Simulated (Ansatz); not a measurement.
`CC(=O)C(C)C(C)=O` + `[OH][GeH3]` → `CC(=O)[O][GeH3]` + `CCC(C)=O`  (substitution at a C–C bond)

Program: Ansatz. Geometries: PBE0-D4/def2-TZVP. ΔE: electronic, gas phase. CCSD(T)/CBS adds triple-zeta CCSD(T) − MP2 to the extrapolated MP2 energy (def2 sets, frozen cores). Functionals use def2-TZVPP. B3LYP here is the variant with VWN-RPA as its local correlation; programs differ in this. For Ge outer-core shells are correlated without core-valence functions, which leaves a few kJ/mol of doubt a bond. Scalar relativity is left out up to krypton. One conformer a species, not always the lowest.

```csv
level,ΔE (kJ/mol),difference from CCSD(T)/CBS
PBE-D4,-61.7,-5.8
PBE0-D4,-63.3,-7.4
ωB97X-V,-64.4,-8.5
ωB97M-V,-62.5,-6.6
B2PLYP,-66.8,-10.9
PBE,-67.5,-11.6
r2SCAN,-67.3,-11.4
PBE0,-68.6,-12.7
B3LYP,-72.3,-16.4
MP2/def2-TZVPP,-54.3,1.6
CCSD/def2-TZVPP,-60.2,-4.3
CCSD(T)/def2-TZVPP,-58.2,-2.3
MP2/def2-QZVPP,-52.9,3.0
HF/CBS(def2),-79.9,-24.0
MP2/CBS(def2),-52.0,3.9
CCSD/CBS(def2),-57.9,-2.0
CCSD(T)/CBS,-55.9,0
```

Largest T1 diagnostic among the species: 0.014.

The D4 term adds +8.6 kJ/mol with B3LYP and +5.3 kJ/mol with PBE0; it sums over pairs of atoms, weighted by their polarisabilities, and B3LYP, whose exchange is more repulsive, gets the larger term. In def2-TZVPP, CCSD(T) changes the Hartree–Fock value by +22.1 kJ/mol (the triples alone add +2.0 kJ/mol) and MP2 by +25.9 kJ/mol.
